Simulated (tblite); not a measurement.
A geometry optimisation, step by step.

Species: C3H11F3Si3.
SMILES with atom numbers: `[CH3:1][SiH2:2][Si@H:3]([CH2:4][SiH3:5])[C:6]([F:7])([F:8])[F:9]` (hydrogens: H10, H11, H12 on C1; H13, H14 on Si2; H15 on Si3; H16, H17 on C4; H18, H19, H20 on Si5)

Computed with GFN2-xTB (tblite), gas phase: L-BFGS steps from a force-field or distance-geometry start until the largest atomic force falls under 0.01 eV/Å. 4 of its 63 geometries are shown.

Step 0: E = -853.9289 eV, largest atomic force 3.852 eV/Å
```
atom  x, y, z in Å  |  force x, y, z in eV/Å
C1     -3.063    0.007    0.313   -1.903   0.584  -0.208
Si2    -1.438   -0.694    0.763    1.618  -0.747   1.019
Si3     0.134   -0.207   -0.855   -1.952  -3.321  -0.046
C4      1.747   -1.035   -0.547    0.452  -0.881  -0.161
Si5     2.627   -0.225    0.868    1.080   0.782   1.187
C6      0.140    1.606   -0.991    0.520   2.211  -0.376
F7     -1.024    2.089   -1.482    0.365   0.156   0.169
F8      0.354    2.212    0.212   -0.187   0.056  -0.559
F9      1.132    2.029   -1.819   -0.301   0.387   0.184
H10    -3.035    1.100    0.241   -0.026  -0.259  -0.050
H11    -3.832   -0.239    1.062    0.237   0.120  -0.289
H12    -3.426   -0.382   -0.646    0.089   0.165   0.211
H13    -0.989   -0.160    2.092   -0.246  -0.209  -0.328
H14    -1.527   -2.177    0.900   -0.009   0.370   0.002
H15    -0.403   -0.815   -2.112    0.199   0.527  -0.044
H16     2.364   -0.991   -1.429    0.331  -0.053  -0.344
H17     1.592   -2.102   -0.322   -0.094   0.425  -0.172
H18     1.818   -0.303    2.100    0.088  -0.014  -0.213
H19     3.923   -0.901    1.109   -0.224   0.099  -0.071
H20     2.900    1.199    0.540   -0.036  -0.398   0.089
```

Step 21: E = -854.4896 eV, largest atomic force 0.106 eV/Å
```
atom  x, y, z in Å  |  force x, y, z in eV/Å
C1     -3.151    0.006    0.340   -0.026  -0.001   0.007
Si2    -1.482   -0.754    0.829   -0.037   0.008  -0.020
Si3     0.028   -0.366   -0.889    0.063   0.010  -0.017
C4      1.781   -1.009   -0.546   -0.024  -0.011  -0.016
Si5     2.713   -0.184    0.912   -0.030  -0.051  -0.088
C6      0.166    1.579   -1.038    0.004  -0.042   0.013
F7     -0.977    2.113   -1.531    0.068   0.024   0.024
F8      0.358    2.175    0.164   -0.002   0.031  -0.068
F9      1.159    2.017   -1.839   -0.039   0.001   0.060
H10    -3.073    1.088    0.252   -0.016  -0.045   0.013
H11    -3.918   -0.213    1.079   -0.012   0.028  -0.035
H12    -3.493   -0.372   -0.621   -0.008   0.003   0.057
H13    -1.056   -0.195    2.119    0.002   0.019  -0.003
H14    -1.631   -2.203    1.037   -0.019  -0.009  -0.023
H15    -0.353   -0.653   -2.286   -0.013  -0.057   0.010
H16     2.392   -0.930   -1.448   -0.004   0.048   0.052
H17     1.687   -2.078   -0.345    0.054   0.034   0.012
H18     1.874   -0.310    2.108    0.022   0.025  -0.002
H19     3.970   -0.907    1.115    0.021  -0.015   0.001
H20     3.001    1.208    0.585   -0.001  -0.003   0.022
```

Step 41: E = -854.5024 eV, largest atomic force 0.039 eV/Å
```
atom  x, y, z in Å  |  force x, y, z in eV/Å
C1     -3.210    0.007    0.352    0.003   0.000   0.004
Si2    -1.533   -0.754    0.817    0.034   0.006  -0.019
Si3     0.026   -0.385   -0.868   -0.014  -0.016  -0.010
C4      1.802   -0.977   -0.553   -0.010   0.006   0.004
Si5     2.744   -0.180    0.910    0.011   0.005   0.012
C6      0.188    1.555   -1.038   -0.002  -0.007   0.006
F7     -0.927    2.117   -1.558    0.003   0.000   0.000
F8      0.371    2.159    0.161   -0.002   0.018  -0.003
F9      1.208    1.966   -1.818    0.002  -0.006   0.005
H10    -3.131    1.085    0.246    0.006   0.013  -0.005
H11    -3.963   -0.195    1.108   -0.007   0.000   0.017
H12    -3.579   -0.386   -0.591    0.006  -0.013  -0.008
H13    -1.090   -0.191    2.101   -0.021  -0.009   0.008
H14    -1.699   -2.204    1.011   -0.001   0.011  -0.002
H15    -0.354   -0.724   -2.254   -0.005   0.001   0.007
H16     2.400   -0.821   -1.453   -0.010  -0.003   0.000
H17     1.770   -2.055   -0.395    0.006  -0.002  -0.010
H18     1.927   -0.293    2.121   -0.004  -0.007  -0.009
H19     3.993   -0.929    1.087    0.007   0.003   0.004
H20     3.052    1.213    0.610    0.000   0.000   0.000
```

Step 62: E = -854.5035 eV, largest atomic force 0.010 eV/Å
```
atom  x, y, z in Å  |  force x, y, z in eV/Å
C1     -3.209    0.008    0.353    0.001   0.003  -0.001
Si2    -1.534   -0.753    0.826   -0.001  -0.001  -0.005
Si3     0.026   -0.384   -0.856    0.000  -0.010   0.002
C4      1.806   -0.973   -0.558   -0.003   0.003   0.000
Si5     2.749   -0.182    0.908   -0.006  -0.005  -0.001
C6      0.193    1.555   -1.037   -0.001   0.005   0.000
F7     -0.915    2.113   -1.577   -0.002   0.003  -0.006
F8      0.365    2.176    0.154   -0.001  -0.001   0.006
F9      1.222    1.951   -1.811    0.001   0.001  -0.002
H10    -3.125    1.084    0.225   -0.002   0.003  -0.003
H11    -3.961   -0.174    1.117    0.005   0.003   0.002
H12    -3.584   -0.403   -0.581    0.006  -0.004   0.001
H13    -1.117   -0.205    2.124    0.003   0.000  -0.003
H14    -1.703   -2.204    1.004    0.000  -0.004   0.003
H15    -0.368   -0.725   -2.237   -0.003  -0.001  -0.002
H16     2.396   -0.803   -1.461   -0.003  -0.001   0.002
H17     1.782   -2.053   -0.413    0.003   0.006   0.000
H18     1.924   -0.311    2.112    0.001  -0.001   0.007
H19     4.002   -0.922    1.087    0.002   0.002  -0.003
H20     3.047    1.216    0.618   -0.001  -0.003   0.002
```

Task: Summarise the path.

Result: The energy falls by 55.44 kJ/mol from step 0 to step 62; nine tenths of that is first reached at step 8. It falls at every step. The largest force goes from 3.852 to 0.010 eV/Å. Among the bonds Si3–C6 changes most, from 1.818 to 1.954 Å; the atoms move by 0.148 Å rms after alignment.

Task: Follow the three bonds and two angles with the largest change from start to end.

Result: 
```json
{"step": "0", "E above end (kJ/mol)": "55.44", "largest force (eV/Å)": "3.852", "Si3–C6 (Å)": "1.818", "C1–Si2 (Å)": "1.827", "C4–Si5 (Å)": "1.853", "C4–Si3–C6 (°)": "117.3", "Si2–Si3–H15 (°)": "105.0"}
{"step": "3", "E above end (kJ/mol)": "13.75", "largest force (eV/Å)": "0.616", "Si3–C6 (Å)": "1.946", "C1–Si2 (Å)": "1.899", "C4–Si5 (Å)": "1.907", "C4–Si3–C6 (°)": "111.0", "Si2–Si3–H15 (°)": "112.5"}
{"step": "5", "E above end (kJ/mol)": "9.30", "largest force (eV/Å)": "0.337", "Si3–C6 (Å)": "1.966", "C1–Si2 (Å)": "1.886", "C4–Si5 (Å)": "1.911", "C4–Si3–C6 (°)": "109.2", "Si2–Si3–H15 (°)": "114.6"}
{"step": "8", "E above end (kJ/mol)": "5.48", "largest force (eV/Å)": "0.235", "Si3–C6 (Å)": "1.962", "C1–Si2 (Å)": "1.895", "C4–Si5 (Å)": "1.910", "C4–Si3–C6 (°)": "108.9", "Si2–Si3–H15 (°)": "116.0"}
{"step": "11", "E above end (kJ/mol)": "3.48", "largest force (eV/Å)": "0.182", "Si3–C6 (Å)": "1.964", "C1–Si2 (Å)": "1.905", "C4–Si5 (Å)": "1.916", "C4–Si3–C6 (°)": "108.2", "Si2–Si3–H15 (°)": "117.9"}
{"step": "13", "E above end (kJ/mol)": "2.73", "largest force (eV/Å)": "0.115", "Si3–C6 (Å)": "1.964", "C1–Si2 (Å)": "1.898", "C4–Si5 (Å)": "1.913", "C4–Si3–C6 (°)": "107.9", "Si2–Si3–H15 (°)": "118.5"}
{"step": "16", "E above end (kJ/mol)": "2.18", "largest force (eV/Å)": "0.100", "Si3–C6 (Å)": "1.956", "C1–Si2 (Å)": "1.894", "C4–Si5 (Å)": "1.911", "C4–Si3–C6 (°)": "107.9", "Si2–Si3–H15 (°)": "118.6"}
{"step": "19", "E above end (kJ/mol)": "1.67", "largest force (eV/Å)": "0.099", "Si3–C6 (Å)": "1.954", "C1–Si2 (Å)": "1.899", "C4–Si5 (Å)": "1.918", "C4–Si3–C6 (°)": "107.2", "Si2–Si3–H15 (°)": "119.4"}
{"step": "22", "E above end (kJ/mol)": "1.21", "largest force (eV/Å)": "0.068", "Si3–C6 (Å)": "1.954", "C1–Si2 (Å)": "1.897", "C4–Si5 (Å)": "1.915", "C4–Si3–C6 (°)": "106.3", "Si2–Si3–H15 (°)": "120.2"}
{"step": "24", "E above end (kJ/mol)": "1.04", "largest force (eV/Å)": "0.073", "Si3–C6 (Å)": "1.952", "C1–Si2 (Å)": "1.896", "C4–Si5 (Å)": "1.912", "C4–Si3–C6 (°)": "106.1", "Si2–Si3–H15 (°)": "120.2"}
{"step": "27", "E above end (kJ/mol)": "0.75", "largest force (eV/Å)": "0.072", "Si3–C6 (Å)": "1.954", "C1–Si2 (Å)": "1.899", "C4–Si5 (Å)": "1.912", "C4–Si3–C6 (°)": "105.6", "Si2–Si3–H15 (°)": "120.2"}
{"step": "30", "E above end (kJ/mol)": "0.54", "largest force (eV/Å)": "0.065", "Si3–C6 (Å)": "1.959", "C1–Si2 (Å)": "1.897", "C4–Si5 (Å)": "1.914", "C4–Si3–C6 (°)": "105.3", "Si2–Si3–H15 (°)": "119.7"}
{"step": "32", "E above end (kJ/mol)": "0.39", "largest force (eV/Å)": "0.064", "Si3–C6 (Å)": "1.958", "C1–Si2 (Å)": "1.895", "C4–Si5 (Å)": "1.914", "C4–Si3–C6 (°)": "105.1", "Si2–Si3–H15 (°)": "119.1"}
{"step": "35", "E above end (kJ/mol)": "0.26", "largest force (eV/Å)": "0.041", "Si3–C6 (Å)": "1.955", "C1–Si2 (Å)": "1.900", "C4–Si5 (Å)": "1.915", "C4–Si3–C6 (°)": "104.7", "Si2–Si3–H15 (°)": "118.7"}
{"step": "38", "E above end (kJ/mol)": "0.15", "largest force (eV/Å)": "0.049", "Si3–C6 (Å)": "1.956", "C1–Si2 (Å)": "1.902", "C4–Si5 (Å)": "1.914", "C4–Si3–C6 (°)": "104.4", "Si2–Si3–H15 (°)": "118.3"}
{"step": "40", "E above end (kJ/mol)": "0.11", "largest force (eV/Å)": "0.027", "Si3–C6 (Å)": "1.955", "C1–Si2 (Å)": "1.900", "C4–Si5 (Å)": "1.914", "C4–Si3–C6 (°)": "104.3", "Si2–Si3–H15 (°)": "118.2"}
{"step": "43", "E above end (kJ/mol)": "0.07", "largest force (eV/Å)": "0.036", "Si3–C6 (Å)": "1.953", "C1–Si2 (Å)": "1.899", "C4–Si5 (Å)": "1.914", "C4–Si3–C6 (°)": "104.1", "Si2–Si3–H15 (°)": "118.0"}
{"step": "46", "E above end (kJ/mol)": "0.06", "largest force (eV/Å)": "0.014", "Si3–C6 (Å)": "1.955", "C1–Si2 (Å)": "1.900", "C4–Si5 (Å)": "1.915", "C4–Si3–C6 (°)": "104.1", "Si2–Si3–H15 (°)": "118.0"}
{"step": "49", "E above end (kJ/mol)": "0.05", "largest force (eV/Å)": "0.025", "Si3–C6 (Å)": "1.955", "C1–Si2 (Å)": "1.900", "C4–Si5 (Å)": "1.914", "C4–Si3–C6 (°)": "104.1", "Si2–Si3–H15 (°)": "117.8"}
{"step": "51", "E above end (kJ/mol)": "0.04", "largest force (eV/Å)": "0.025", "Si3–C6 (Å)": "1.954", "C1–Si2 (Å)": "1.900", "C4–Si5 (Å)": "1.915", "C4–Si3–C6 (°)": "104.1", "Si2–Si3–H15 (°)": "117.8"}
{"step": "54", "E above end (kJ/mol)": "0.02", "largest force (eV/Å)": "0.015", "Si3–C6 (Å)": "1.954", "C1–Si2 (Å)": "1.899", "C4–Si5 (Å)": "1.915", "C4–Si3–C6 (°)": "104.1", "Si2–Si3–H15 (°)": "117.8"}
{"step": "57", "E above end (kJ/mol)": "0.02", "largest force (eV/Å)": "0.020", "Si3–C6 (Å)": "1.955", "C1–Si2 (Å)": "1.899", "C4–Si5 (Å)": "1.914", "C4–Si3–C6 (°)": "104.1", "Si2–Si3–H15 (°)": "117.7"}
{"step": "59", "E above end (kJ/mol)": "0.01", "largest force (eV/Å)": "0.016", "Si3–C6 (Å)": "1.955", "C1–Si2 (Å)": "1.900", "C4–Si5 (Å)": "1.913", "C4–Si3–C6 (°)": "104.0", "Si2–Si3–H15 (°)": "117.6"}
{"step": "62", "E above end (kJ/mol)": "0.00", "largest force (eV/Å)": "0.010", "Si3–C6 (Å)": "1.954", "C1–Si2 (Å)": "1.900", "C4–Si5 (Å)": "1.914", "C4–Si3–C6 (°)": "104.0", "Si2–Si3–H15 (°)": "117.5"}
```

What follows is the cost of the whole relaxation. The run took 2.1 s of wall time on one thread, Intel Xeon at 2.50 GHz (x86_64), on a shared host.
